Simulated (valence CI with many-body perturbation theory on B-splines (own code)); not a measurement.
**Tc XXIX: electric-dipole lines**

Method: valence CI with perturbative core correlation (CI+MBPT): five valence electrons over a frozen Dirac-Fock core [Ne], radial functions for each j: 9 s, 9 p, 8 d, 6 f, 3 g, 1 h, with the one-electron correlation potential Σ1, the two-electron term Σ2, the three-electron term Σ3, Breit, model QED; selected CI, second order for the rest (own B-spline code, finite nucleus).

The last digits are not significant, and no measured levels were compared; by estimate large intervals hold to a few tenths of a per cent, small ones and those within an open d or f shell to about a per cent. Among the levels kept, up to 610 cm⁻¹ of a level comes from second order outside the variational space, and about a tenth of that is noise between levels of different J, which matters for small intervals.

Lines 1 to 50 of 192 in falling wavelength, among levels below 1735100 cm⁻¹, chosen from the strongest by gf and those to the six lowest levels. Wavelengths and rates use the calculated energies. Electric multipoles are in the length gauge, E1 and E2 with the static RPA response of the core. Weak lines are less certain than strong ones. Lines between different terms over intervals too small for the method are left out, as are lines whose strength nearly cancels. The highest levels of a list are the least certain.

Levels are named by their leading jj configuration (3d3/2^4 stands for four electrons in 3d with j = 3/2), which in mixed levels can hold well under half, so a name can repeat and another be missing. Letters in brackets count levels of one name in rising energy.

| λ vac (Å) | Upper | Lower | A (s⁻¹) | log gf | Branch % |
| --- | --- | --- | --- | --- | --- |
| 329.0 | (3s 3p1/2^2 3p3/2^2) J=5/2 | (3s^2 3p3/2^3) J=3/2 | 3.89e+06 | -3.42 | 0.1 |
| 288.8 | (3s 3p1/2^2 3p3/2 3d3/2) J=5/2 | (3s^2 3p1/2 3p3/2 3d5/2) J=3/2 [b] | 3.41e+07 | -2.59 | 0.9 |
| 263.4 | (3s 3p1/2^2 3p3/2 3d5/2) J=5/2 | (3s^2 3p3/2^2 3d5/2) J=7/2 | 4.97e+07 | -2.51 | 0.4 |
| 261.0 | (3s 3p1/2^2 3p3/2 3d3/2) J=5/2 | (3s^2 3p1/2 3p3/2 3d3/2) J=3/2 [b] | 1.09e+08 | -2.18 | 2.8 |
| 259.9 | (3s 3p1/2^2 3p3/2 3d3/2) J=7/2 | (3s^2 3p1/2 3p3/2 3d3/2) J=5/2 [b] | 2.14e+08 | -1.76 | 9.4 |
| 258.3 | (3s 3p1/2^2 3p3/2^2) J=3/2 | (3s^2 3p3/2^3) J=3/2 | 9.76e+07 | -2.41 | 0.8 |
| 239.8 | (3p1/2^2 3p3/2^3) J=3/2 | (3s^2 3p1/2 3p3/2 3d5/2) J=3/2 [b] | 2.51e+08 | -2.06 | 0.7 |
| 238.0 | (3s 3p1/2^2 3p3/2^2) J=1/2 | (3s^2 3p3/2^3) J=3/2 | 9.83e+07 | -2.78 | 0.5 |
| 222.2 | (3s 3p1/2^2 3p3/2 3d3/2) J=7/2 | (3s^2 3p1/2 3p3/2 3d5/2) J=5/2 [a] | 1.55e+08 | -2.04 | 6.8 |
| 221.7 | (3s 3p1/2^2 3p3/2 3d5/2) J=5/2 | (3s^2 3p1/2 3p3/2 3d5/2) J=3/2 [b] | 6.30e+07 | -2.56 | 0.5 |
| 220.4 | (3p1/2^2 3p3/2^3) J=3/2 | (3s^2 3p1/2 3p3/2 3d3/2) J=3/2 [b] | 6.14e+08 | -1.75 | 1.8 |
| 213.9 | (3s 3p1/2^2 3p3/2 3d3/2) J=3/2 [b] | (3s^2 3p1/2 3p3/2 3d3/2) J=3/2 [b] | 1.18e+08 | -2.49 | 0.8 |
| 213.3 | (3s 3p1/2^2 3p3/2 3d3/2) J=3/2 [a] | (3s^2 3p1/2 3p3/2 3d5/2) J=3/2 [a] | 1.27e+08 | -2.46 | 2.9 |
| 213.1 | (3s^2 3p1/2^2 3d3/2) J=3/2 | (3s^2 3p3/2^3) J=3/2 | 1.20e+08 | -2.49 | 0.9 |
| 212.7 | (3s 3p1/2^2 3p3/2 3d3/2) J=7/2 | (3s^2 3p1/2 3p3/2 3d5/2) J=9/2 | 4.58e+07 | -2.60 | 2.0 |
| 205.9 | (3s 3p1/2^2 3p3/2 3d3/2) J=1/2 | (3s 3p1/2 3p3/2^3) J=1/2 | 3.28e+08 | -2.38 | 11.9 |
| 204.9 | (3s 3p1/2^2 3p3/2 3d5/2) J=5/2 | (3s^2 3p1/2 3p3/2 3d3/2) J=3/2 [b] | 2.54e+08 | -2.02 | 1.9 |
| 199.3 | (3s 3p1/2^2 3p3/2 3d5/2) J=9/2 | (3s^2 3p1/2 3p3/2 3d5/2) J=9/2 | 7.46e+08 | -1.35 | 33.8 |
| 192.8 | (3s 3p1/2^2 3p3/2 3d3/2) J=5/2 | (3s^2 3p1/2 3p3/2 3d3/2) J=7/2 | 1.88e+08 | -2.20 | 4.8 |
| 190.1 | (3s 3p1/2^2 3p3/2 3d3/2) J=3/2 [b] | (3s^2 3p1/2 3p3/2 3d5/2) J=5/2 [a] | 3.99e+08 | -2.06 | 2.7 |
| 189.7 | (3s 3p1/2^2 3p3/2 3d3/2) J=7/2 | (3s^2 3p1/2 3p3/2 3d3/2) J=7/2 | 8.97e+08 | -1.41 | 39.3 |
| 188.2 | (3s^2 3p1/2^2 3d5/2) J=5/2 | (3s^2 3p3/2^3) J=3/2 | 5.76e+07 | -2.74 | 0.3 |
| 185.8 | (3s 3p1/2 3p3/2^3) J=3/2 | (3s^2 3p3/2^3) J=3/2 | 1.23e+06 | -4.59 | 0.0 |
| 185.7 | (3p1/2^2 3p3/2^3) J=3/2 | (3s^2 3p1/2 3p3/2 3d5/2) J=3/2 [a] | 8.08e+08 | -1.78 | 2.4 |
| 185.2 | (3s 3p1/2^2 3p3/2^2) J=5/2 | (3s^2 3p1/2 3p3/2^2) J=5/2 | 1.00e+09 | -1.51 | 14.0 |
| 184.1 | (3s 3p1/2^2 3p3/2 3d5/2) J=9/2 | (3s^2 3p1/2 3p3/2 3d5/2) J=7/2 [a] | 1.16e+09 | -1.23 | 52.5 |
| 183.0 | (3s 3p1/2^2 3p3/2 3d5/2) J=5/2 | (3s^2 3p1/2 3p3/2 3d5/2) J=5/2 [a] | 6.46e+08 | -1.71 | 4.8 |
| 182.5 | (3s 3p1/2^2 3p3/2 3d3/2) J=5/2 | (3s^2 3p1/2 3p3/2 3d3/2) J=5/2 [a] | 7.42e+08 | -1.65 | 18.9 |
| 182.2 | (3s 3p1/2^2 3p3/2 3d3/2) J=3/2 [a] | (3s^2 3p1/2 3p3/2 3d3/2) J=5/2 [a] | 4.21e+08 | -2.08 | 9.5 |
| 179.8 | (3s 3p1/2^2 3p3/2 3d3/2) J=7/2 | (3s^2 3p1/2 3p3/2 3d3/2) J=5/2 [a] | 1.80e+08 | -2.16 | 7.9 |
| 179.6 | (3p1/2^2 3p3/2^3) J=3/2 | (3s 3p1/2 3p3/2^3) J=1/2 | 6.80e+08 | -1.88 | 2.0 |
| 179.0 | (3s 3p1/2^2 3p3/2 3d5/2) J=9/2 | (3s^2 3p1/2 3p3/2 3d3/2) J=7/2 | 2.85e+08 | -1.86 | 12.9 |
| 177.8 | (3s 3p1/2^2 3p3/2 3d3/2) J=1/2 | (3s^2 3p1/2 3p3/2 3d3/2) J=1/2 [a] | 7.05e+08 | -2.18 | 25.6 |
| 177.3 | (3s 3p1/2^2 3p3/2^2) J=3/2 | (3s^2 3p1/2 3p3/2^2) J=1/2 | 1.10e+07 | -3.68 | 0.1 |
| 177.3 | (3s 3p1/2^2 3p3/2 3d3/2) J=3/2 [a] | (3s^2 3p1/2 3p3/2 3d3/2) J=1/2 [a] | 3.07e+08 | -2.24 | 6.9 |
| 174.9 | (3s 3p1/2^2 3p3/2 3d3/2) J=1/2 | (3s^2 3p1/2 3p3/2 3d3/2) J=3/2 [a] | 3.38e+08 | -2.51 | 12.2 |
| 174.7 | (3s 3p1/2^2 3p3/2 3d3/2) J=5/2 | (3s^2 3p1/2 3p3/2 3d3/2) J=3/2 [a] | 2.23e+08 | -2.21 | 5.7 |
| 174.6 | (3s 3p1/2^2 3p3/2 3d5/2) J=5/2 | (3s^2 3p1/2 3p3/2 3d5/2) J=3/2 [a] | 1.81e+08 | -2.30 | 1.3 |
| 174.4 | (3s 3p1/2^2 3p3/2 3d3/2) J=3/2 [a] | (3s^2 3p1/2 3p3/2 3d3/2) J=3/2 [a] | 7.91e+08 | -1.84 | 17.9 |
| 174.3 | (3s 3p1/2 3p3/2^3) J=5/2 | (3s^2 3p3/2^3) J=3/2 | 1.76e+09 | -1.32 | 17.8 |
| 170.6 | (3s 3p1/2^2 3p3/2^2) J=5/2 | (3s^2 3p1/2 3p3/2^2) J=3/2 | 2.23e+09 | -1.23 | 31.1 |
| 167.5 | (3s^2 3p1/2 3p3/2 3d3/2) J=3/2 [a] | (3s^2 3p3/2^3) J=3/2 | 5.00e+08 | -2.07 | 9.5 |
| 167.5 | (3s 3p1/2^2 3p3/2^2) J=1/2 | (3s^2 3p1/2 3p3/2^2) J=1/2 | 2.91e+09 | -1.61 | 14.2 |
| 165.0 | (3s^2 3p1/2 3p3/2 3d3/2) J=1/2 [a] | (3s^2 3p3/2^3) J=3/2 | 3.95e+08 | -2.49 | 2.7 |
| 161.0 | (3s^2 3p1/2 3p3/2 3d3/2) J=5/2 [a] | (3s^2 3p3/2^3) J=3/2 | 1.44e+08 | -2.48 | 5.2 |
| 160.5 | (3s 3p1/2^2 3p3/2^2) J=3/2 | (3s^2 3p1/2 3p3/2^2) J=5/2 | 2.00e+09 | -1.51 | 16.9 |
| 158.1 | (3s 3p1/2^2 3p3/2 3d3/2) J=3/2 [b] | (3s^2 3p1/2 3p3/2 3d3/2) J=5/2 [a] | 1.73e+09 | -1.59 | 11.8 |
| 157.8 | (3p1/2^2 3p3/2^3) J=3/2 | (3s^2 3p1/2 3p3/2 3d3/2) J=1/2 [a] | 1.29e+09 | -1.71 | 3.8 |
| 156.8 | (3s 3p1/2^2 3p3/2 3d3/2) J=5/2 | (3s^2 3p1/2^2 3d5/2) J=5/2 | 4.95e+08 | -1.96 | 12.6 |
| 155.5 | (3p1/2^2 3p3/2^3) J=3/2 | (3s^2 3p1/2 3p3/2 3d3/2) J=3/2 [a] | 2.64e+09 | -1.42 | 7.8 |
